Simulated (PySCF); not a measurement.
**Spin states and ions at one geometry of [AuF2]−**

PySCF 2.14.0, RKS B3LYP, Au def2-SVP with ECP60, F def2-SVP; non-relativistic Hamiltonian with scalar-relativistic core potentials where named; density fitting; no spin-orbit coupling; singlets restricted, open shells unrestricted. The geometry is relaxed for charge -1, singlet, vacuum:

```xyz
3

Au    0.0000    0.0000    0.0000
F     0.0000    0.0000    1.9711
F     0.0000    0.0000   -1.9711
```

Energies count from the relaxed state; an electron taken off or put on is at rest in vacuum. Charges and spins are Mulliken's.

```json
{"state": "charge -1, singlet, vacuum", "energy (eV)": "0.00", "spin squared": "0.00", "charge on Au1 (e)": "0.02", "spin on Au1 (e)": "0.00", "dipole about the centre of mass (D)": "0.00"}
{"state": "charge 0, doublet, vacuum", "energy (eV)": "4.19", "spin squared": "0.75", "charge on Au1 (e)": "0.63", "spin on Au1 (e)": "0.46", "dipole about the centre of mass (D)": "0.00"}
```

Q: What does the state charge -1, triplet, vacuum give?

A: energy (eV) 4.77, spin squared 2.00, charge on Au1 (e) 0.01, spin on Au1 (e) 1.71, dipole about the centre of mass (D) 0.00.

With an electron taken off (doublet) the charges change, summed by element, by Au +0.61 e, F +0.39 e. The vertical ionisation energy is 4.19 eV, against −ε(HOMO) = 1.32 eV of the relaxed state. The level lies 2.9 eV too high, as is usual for semilocal functionals and global hybrids, which keep a self-interaction error.

Open shells may have lower solutions than those found.
